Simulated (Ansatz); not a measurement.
Pulling on the Ge1–H2 bond in GeH4 (SMILES [GeH4]) (multiplicity 1 held, fragments rigid). Energies count from the point at 1.536 Å.
Geometry at that point (charge 0, multiplicity 1):
```xyz
5

Ge     0.000     0.000     0.000
H     -0.616    -0.882    -1.096
H      0.573    -0.891     1.112
H     -1.082     0.918     0.587
H      1.125     0.855    -0.603
```

Signs of static correlation in cc-pVTZ, with CASSCF(2,2), from Ansatz (a program for electronic structure) runs.

```csv
R (Å),T1 of restricted CCSD,⟨S²⟩ of UHF,largest double amplitude of restricted CCSD,weight of the CASSCF reference in MRCISD,CASSCF natural occupations
1.229,0.010,0.000,0.026,0.931,1.99 0.01
1.382,0.010,0.000,0.026,0.931,1.99 0.01
1.536,0.010,0.000,0.026,0.930,1.98 0.02
1.689,0.010,0.000,0.050,0.930,1.97 0.03
1.843,0.011,0.000,?,0.930,1.96 0.04
2.073,0.014,0.000,0.118,0.930,1.93 0.07
2.304,0.018,0.288,0.171,0.930,1.88 0.12
2.688,0.031,0.739,0.283,0.930,1.75 0.25
3.072,?,0.905,0.421,0.931,1.58 0.42
3.532,0.075,0.974,0.599,0.931,1.36 0.64
4.147,0.099,0.998,0.793,0.931,1.17 0.83
4.915,0.110,1.004,0.922,0.931,1.06 0.94
```

What belongs in the gaps?


- 1.843, largest double amplitude of restricted CCSD: 0.074
- 3.072, T1 of restricted CCSD: 0.050

Doubts at one or more of the structures used: a restricted determinant that unrestricted orbitals would lower (R-CCSD(T)/cc-pVTZ); other coupled-cluster roots lie near (R-CCSD(T)/cc-pVTZ); T1 above 0.05 (R-CCSD(T)/cc-pVTZ, U-CCSD(T)/cc-pVTZ); a spin-contaminated determinant (U-CCSD(T)/cc-pVTZ).
